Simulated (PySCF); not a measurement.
FH₄N₂OTa, SMILES [NH2][Ta]([NH2])(=[O])[F], multiplicity 1.

Geometry: B3LYP-D3(BJ)/def2-SVP. The multiplicity is an assumed one; other spin states were not compared. The def2 effective core potentials stand for the cores of Ta; spin–orbit coupling is left out. Other conformers were not sampled.

Level of theory: B3LYP-D3(BJ)/def2-SVP in PySCF 2.14.0.

Frequencies are harmonic and unscaled.

Problem. Estimate the vibrational spectrum. (Estimate from the structure and the level; the computed values follow.)

Solution. 
| mode | ν (cm⁻¹) | IR (km/mol) | Raman (Å⁴/amu) | depolarisation | moving atoms (share of kinetic energy) |
|---|---|---|---|---|---|
| 1 | 168 | 1.5 | 1.1 | 0.65 | F 36 %, N 33 %, H 16 %, Ta 13 % |
| 2 | 174 | 4.6 | 1.2 | 0.75 | F 55 %, N 26 %, H 9 %, Ta 9 % |
| 3 | 183 | 0.0 | 2.5 | 0.71 | N 56 %, H 24 %, Ta 11 % |
| 4 | 203 | 8.0 | 2.8 | 0.75 | O 46 %, N 20 %, H 19 %, F 13 % |
| 5 | 204 | 10.7 | 2.4 | 0.75 | O 45 %, H 36 %, N 15 % |
| 6 | 296 | 6.4 | 0.4 | 0.75 | H 76 %, O 17 % |
| 7 | 400 | 1.8 | 0.3 | 0.43 | H 86 %, O 11 % |
| 8 | 489 | 120.3 | 1.3 | 0.75 | H 80 %, N 20 % |
| 9 | 525 | 257.7 | 1.3 | 0.74 | H 76 %, N 24 % |
| 10 | 570 | 0.9 | 0.7 | 0.75 | H 77 %, N 22 % |
| 11 | 594 | 15.4 | 0.3 | 0.71 | H 73 %, N 18 % |
| 12 | 664 | 129.4 | 1.0 | 0.02 | F 81 %, Ta 12 % |
| 13 | 672 | 135.4 | 2.4 | 0.75 | N 71 %, H 16 %, Ta 13 % |
| 14 | 683 | 42.9 | 21.8 | 0.08 | N 79 %, H 14 % |
| 15 | 996 | 140.8 | 17.6 | 0.06 | O 91 %, Ta 9 % |
| 16 | 1514 | 40.8 | 10.0 | 0.75 | H 89 %, N 11 % |
| 17 | 1517 | 27.3 | 9.2 | 0.42 | H 90 %, N 10 % |
| 18 | 3533 | 97.3 | 57.7 | 0.75 | H 96 % |
| 19 | 3536 | 40.4 | 237.4 | 0.05 | H 96 % |
| 20 | 3624 | 14.7 | 78.1 | 0.75 | H 92 %, N 8 % |
| 21 | 3624 | 59.4 | 56.1 | 0.72 | H 92 %, N 8 % |
